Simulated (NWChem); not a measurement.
System: CH3FN2OSi; SMILES N#CO[Si@H](N)F

Here is an NWChem input.

```
start job
memory heap 200 mb stack 900 mb global 1100 mb
geometry units angstroms noautosym nocenter noautoz
  N      0.646550     2.911113     0.283705
  C      0.095640     1.889088     0.262618
  O     -0.551382     0.785415     0.259856
  Si    -0.120841    -0.691581    -0.477296
  N     -1.154262    -1.865710     0.138743
  F      1.424489    -0.862117    -0.051279
  H     -0.222802    -0.588620    -1.942795
  H     -1.290291    -2.052214     1.124839
  H     -1.672262    -2.492439    -0.463446
end
basis spherical
  * library 6-31g*
end
dft
  xc xpbe96 cpbe96
  iterations 150
end
cosmo
  do_cosmo_smd true
  solvent propnol2
end
task dft energy
```

NWChem printed, in part:

```
             Northwest Computational Chemistry Package (NWChem) 7.3.0
             --------------------------------------------------------

                             Geometry "geometry" -> ""
                             -------------------------

 Output coordinates in angstroms (scale by  1.889725989 to convert to a.u.)

  No.       Tag          Charge          X              Y              Z
 ---- ---------------- ---------- -------------- -------------- --------------
    1 N                    7.0000     0.64655000     2.91111300     0.28370500
    2 C                    6.0000     0.09564000     1.88908800     0.26261800
    3 O                    8.0000    -0.55138200     0.78541500     0.25985600
    4 Si                  14.0000    -0.12084100    -0.69158100    -0.47729600
    5 N                    7.0000    -1.15426200    -1.86571000     0.13874300
    6 F                    9.0000     1.42448900    -0.86211700    -0.05127900
    7 H                    1.0000    -0.22280200    -0.58862000    -1.94279500
    8 H                    1.0000    -1.29029100    -2.05221400     1.12483900
    9 H                    1.0000    -1.67226200    -2.49243900    -0.46344600

 Effective nuclear repulsion energy (a.u.)     288.6996467158

  pbe96 is a nonlocal functional; adding pw91lda local functional.

                                 NWChem DFT Module
                                 -----------------

 Summary of "ao basis" -> "ao basis" (spherical)
 ------------------------------------------------------------------------------
       Tag                 Description            Shells   Functions and Types
 ---------------- ------------------------------  ------  ---------------------
 N                           6-31g*                  6       14   3s2p1d
 C                           6-31g*                  6       14   3s2p1d
 O                           6-31g*                  6       14   3s2p1d
 Si                          6-31g*                  8       18   4s3p1d
 F                           6-31g*                  6       14   3s2p1d
 H                           6-31g*                  2        2   2s

 in cosmo_initialize ...
 calling solv_data for solv:propnol2

 solvent parameters
 solvname_short: propnol2
 solvname_long:  2-propanol
 dielec:       19.2640
 dielecinf:     1.8978
 nonaqueous SMD model solvent descriptors
 dielec:       19.2640
 sola:          0.3300
 solb:          0.5600
 solc:          0.0000
 solg:         30.1300
 solh:          0.0000
 soln:          1.3776

          ---------------
          -cosmo- solvent
          ---------------
 Cosmo: York-Karplus, doi: 10.1021/jp992097l
 dielectric constant -eps-     =  19.26
 screen = (eps-1)/(eps    )    =   0.94809
 surface charge correction     = lagrangian

   van der Waals surface
 --------------------------

 ---------- ATOMIC COORDINATES (A.U.) ------------ VDWR(ANG.) --
     1    1.22180234    5.50120589    0.53612471     1.890
     2    0.18073339    3.56985869    0.49627606     1.850
     3   -1.04196090    1.48421914    0.49105664     1.700
     4   -0.22835638   -1.30689859   -0.90195866     2.470
     5   -2.18123890   -3.52568067    0.26218625     1.890
     6    2.69189388   -1.62916490   -0.09690326     1.730
     7   -0.42103473   -1.11233051   -3.67135020     1.200
     8   -2.43829644   -3.87812213    2.12563749     1.200
     9   -3.16011696   -4.71002675   -0.87578595     1.200
 number of segments per atom =        128
 number of   points per atom =        128
 atom (   nspa,  nppa )
 ----------------------
    1 (     92,     0 )       0
    2 (     51,     0 )       0
    3 (     30,     0 )       0
    4 (     67,     0 )       0
    5 (     55,     0 )       0
    6 (     68,     0 )       0
    7 (     31,     0 )       0
    8 (     47,     0 )       0
    9 (     45,     0 )       0
 number of -cosmo- surface points =      486
 molecular surface =    130.965 angstrom**2
 molecular volume  =    114.871 angstrom**3
 -lineq- algorithm             =   0
 -bem- low  level              =   3
 -bem- from -octahedral-
 gaussian surface charge width =   4.50000
 degree of switching           =   1.00000
 switching function tolerance  =   0.00010
 atomic radii =
 --------------
    1  7.000  1.890
    2  6.000  1.850
    3  8.000  1.700
    4 14.000  2.470
    5  7.000  1.890
    6  9.000  1.730
    7  1.000  1.200
    8  1.000  1.200
    9  1.000  1.200
 ...... end of -cosmo- initialization ......

 nat:                     9
 ixmem:                  4523
 calling mnsol_interface()
 G(SMD-CDS) energy (kcal/mol)  =     3.930
 SMD-CDS SASA (angstrom**2)    =   148.885

            General Information
            -------------------
          SCF calculation type: DFT
          Wavefunction type:  closed shell.
          No. of atoms     :     9
          No. of electrons :    54
           Alpha electrons :    27
            Beta electrons :    27
          Charge           :     0
          Spin multiplicity:     1
          Use of symmetry is: off; symmetry adaption is: off
          Maximum number of iterations: 150
          AO basis - number of functions:    94
                     number of shells:    44
          Convergence on energy requested:  1.00D-06
          Convergence on density requested:  1.00D-05
          Convergence on gradient requested:  5.00D-04

              XC Information
              --------------
          PerdewBurkeErnzerhof Exchange Functional  1.000
            Perdew 1991 LDA Correlation Functional  1.000 local
           PerdewBurkeErnz. Correlation Functional  1.000 non-local

             Grid Information
             ----------------
          Grid used for XC integration:  medium
          Radial quadrature: Mura-Knowles
          Angular quadrature: Lebedev.
          Tag              B.-S. Rad. Rad. Pts. Rad. Cut. Ang. Pts.
          ---              ---------- --------- --------- ---------
          N                   0.65       49          13.0       434
          C                   0.70       49          11.0       434
          O                   0.60       49          10.0       434
          Si                  1.10       88           9.0       590
          F                   0.50       49          10.0       434
          H                   0.35       45          12.0       434
          Grid pruning is: on
          Number of quadrature shells:   468
          Spatial weights used:  Erf1

      Superposition of Atomic Density Guess
      -------------------------------------

 Sum of atomic energies:        -610.68642003

      Non-variational initial energy
      ------------------------------

 Total energy =    -612.945839
 1-e energy   =   -1416.467519
 2-e energy   =     514.822033
 HOMO         =      -0.369351
 LUMO         =       0.066908

   convergence    iter        energy       DeltaE   RMS-Dens  Diis-err
 ---------------- ----- ----------------- --------- --------- ---------
     COSMO gas phase
 d= 0,ls=0.0,diis     1   -613.3511399606 -9.02D+02  2.55D-02  1.60D+00
 d= 0,ls=0.0,diis     2   -612.3881220639  9.63D-01  2.02D-02  9.91D+00
 d= 0,ls=0.0,diis     3   -613.4883094286 -1.10D+00  5.17D-03  4.98D-01
 d= 0,ls=0.0,diis     4   -613.5285484121 -4.02D-02  1.95D-03  1.28D-01
 d= 0,ls=0.0,diis     5   -613.5405208417 -1.20D-02  4.29D-04  2.85D-03
  Resetting Diis
 d= 0,ls=0.0,diis     6   -613.5407307400 -2.10D-04  1.73D-04  6.72D-04
 d= 0,ls=0.0,diis     7   -613.5407943115 -6.36D-05  1.19D-04  5.20D-05
 d= 0,ls=0.0,diis     8   -613.5407787198  1.56D-05  8.35D-05  2.13D-04
 d= 0,ls=0.0,diis     9   -613.5407981631 -1.94D-05  2.33D-05  1.27D-05
 d= 0,ls=0.0,diis    10   -613.5407994640 -1.30D-06  7.32D-06  1.65D-06
 d= 0,ls=0.0,diis    11   -613.5407996337 -1.70D-07  4.88D-07  3.18D-09

   convergence    iter        energy       DeltaE   RMS-Dens  Diis-err
 ---------------- ----- ----------------- --------- --------- ---------
     COSMO solvation phase
 d= 0,ls=0.0,diis     1   -613.5494809613 -8.68D-03  2.53D-03  6.34D-03
 d= 0,ls=0.0,diis     2   -613.5482147307  1.27D-03  9.95D-04  3.15D-02
 d= 0,ls=0.0,diis     3   -613.5517575963 -3.54D-03  2.60D-04  3.87D-04
 d= 0,ls=0.0,diis     4   -613.5517689381 -1.13D-05  1.15D-04  3.76D-04
 d= 0,ls=0.0,diis     5   -613.5518025261 -3.36D-05  2.74D-05  2.04D-05
 d= 0,ls=0.0,diis     6   -613.5518043579 -1.83D-06  8.00D-06  1.04D-06
 d= 0,ls=0.0,diis     7   -613.5518044712 -1.13D-07  2.47D-06  1.38D-07

         Total DFT energy =     -613.551804471213
      One electron energy =    -1419.246947994611
           Coulomb energy =      577.147332798956
    Exchange-Corr. energy =      -59.920535405626
 Nuclear repulsion energy =      288.699646715828

             COSMO energy =       -0.231300585758

 Numeric. integr. density =       53.999995609492

                                COSMO-SMD solvation results
                                ---------------------------

             internal energy in gas <Psi(g)|H|Psi(g)> =      -613.540799633734
         internal energy in solvent <Psi(s)|H|Psi(s)> =      -613.538011485657
                               delta internal energy  =         0.002788148077 (    1.75 kcal/mol)
   total free energy in solvent <Psi(s)|H+V/2|Psi(s)> =      -613.558067229187
 polarization energy contribution <Psi(s)|V/2|Psi(s)> =        -0.020055743530 (  -12.59 kcal/mol)
    total free energy in solvent including G(SMD-CDS) =      -613.551804471213
                       G(SMD-CDS) energy contribution =         0.006262757974 (    3.93 kcal/mol)
     1 M fixed-concentration free energy of solvation =        -0.011004837479 (   -6.91 kcal/mol)

                       DFT Final Molecular Orbital Analysis
                       ------------------------------------

 Vector   25  Occ=2.000000D+00  E=-2.756013D-01
              MO Center=  2.2D-01,  2.1D+00,  2.4D-01, r^2= 2.1D+00
   Bfn.  Coefficient  Atom+Function         Bfn.  Coefficient  Atom+Function
  ----- ------------  ---------------      ----- ------------  ---------------
     3      0.345002  1 N  px                31     -0.271648  3 O  px
    17      0.254063  2 C  px                 7      0.221362  1 N  px
     5     -0.207991  1 N  pz                35     -0.198951  3 O  px
     4     -0.193040  1 N  py                33      0.148076  3 O  pz
    19     -0.145223  2 C  pz                 9     -0.134264  1 N  pz

 Vector   26  Occ=2.000000D+00  E=-2.661504D-01
              MO Center=  1.9D-01,  2.0D+00,  2.2D-01, r^2= 2.3D+00
   Bfn.  Coefficient  Atom+Function         Bfn.  Coefficient  Atom+Function
  ----- ------------  ---------------      ----- ------------  ---------------
     5      0.390469  1 N  pz                33     -0.320892  3 O  pz
     9      0.252515  1 N  pz                37     -0.249233  3 O  pz
    19      0.244454  2 C  pz                 3      0.185464  1 N  px
    31     -0.140725  3 O  px                23      0.129394  2 C  pz
     7      0.119751  1 N  px                17      0.111401  2 C  px

 Vector   27  Occ=2.000000D+00  E=-2.411229D-01
              MO Center= -1.0D+00, -1.7D+00,  8.4D-02, r^2= 1.5D+00
   Bfn.  Coefficient  Atom+Function         Bfn.  Coefficient  Atom+Function
  ----- ------------  ---------------      ----- ------------  ---------------
    63      0.431397  5 N  px                67      0.361469  5 N  px
    64     -0.358570  5 N  py                68     -0.297042  5 N  py
    78      0.098530  6 F  py                53      0.089242  4 Si px
    49      0.088660  4 Si px                50     -0.084035  4 Si py
    77      0.080735  6 F  px                60     -0.076162  4 Si d  2

 Vector   28  Occ=0.000000D+00  E= 4.268509D-03
              MO Center= -3.6D-02,  3.3D-01, -9.3D-02, r^2= 4.2D+00
   Bfn.  Coefficient  Atom+Function         Bfn.  Coefficient  Atom+Function
  ----- ------------  ---------------      ----- ------------  ---------------
    20     -0.756809  2 C  s                 52     -0.741280  4 Si s
     6      0.702507  1 N  s                 54     -0.625937  4 Si py
    34      0.539615  3 O  s                 22     -0.507899  2 C  py
    94     -0.306307  9 H  s                 55     -0.303763  4 Si pz
    50     -0.301494  4 Si py                 7     -0.286848  1 N  px

 Vector   29  Occ=0.000000D+00  E= 2.013604D-02
              MO Center=  1.2D-01,  6.8D-01, -1.2D-01, r^2= 5.2D+00
   Bfn.  Coefficient  Atom+Function         Bfn.  Coefficient  Atom+Function
  ----- ------------  ---------------      ----- ------------  ---------------
    53      0.548249  4 Si px                23     -0.426801  2 C  pz
     9      0.403284  1 N  pz                19     -0.389477  2 C  pz
     5      0.335918  1 N  pz                80     -0.336853  6 F  s
    49      0.314507  4 Si px                54     -0.218190  4 Si py
    50     -0.207295  4 Si py                68      0.198977  5 N  py

 Vector   30  Occ=0.000000D+00  E= 2.340729D-02
              MO Center=  2.1D-01,  1.3D+00,  3.9D-02, r^2= 4.5D+00
   Bfn.  Coefficient  Atom+Function         Bfn.  Coefficient  Atom+Function
  ----- ------------  ---------------      ----- ------------  ---------------
    54      0.520631  4 Si py                21      0.470516  2 C  px
    66      0.458656  5 N  s                 17      0.380266  2 C  px
     7     -0.325102  1 N  px                 3     -0.314126  1 N  px
     8      0.314702  1 N  py                48     -0.314433  4 Si s
     6     -0.272259  1 N  s                 20      0.237385  2 C  s

     Multipole analysis of the density
     ---------------------------------

     L   x y z        total         alpha         beta         nuclear
     -   - - -        -----         -----         ----         -------
     0   0 0 0     -0.000000    -27.000000    -27.000000     54.000000

     1   1 0 0     -1.481118     -1.262192     -1.262192      1.043265
     1   0 1 0     -2.690181     -3.576110     -3.576110      4.462038
     1   0 0 1     -0.292615      1.567074      1.567074     -3.426763

     2   2 0 0    -30.215779    -82.453520    -82.453520    134.691262
     2   1 1 0      1.345217    -40.276493    -40.276493     81.898202
     2   1 0 1     -0.399515      1.453647      1.453647     -3.306809
     2   0 2 0    -36.399367   -257.801320   -257.801320    479.203273
     2   0 1 1     -1.233784    -24.878882    -24.878882     48.523979
     2   0 0 2    -26.869638    -31.503871    -31.503871     36.138104
```

Level: PBE/6-31G* (spherical d), SMD on the gas-phase geometry. Coordinates come from a PBE0/def2-SVP optimisation. Solvent: 2-propanol.
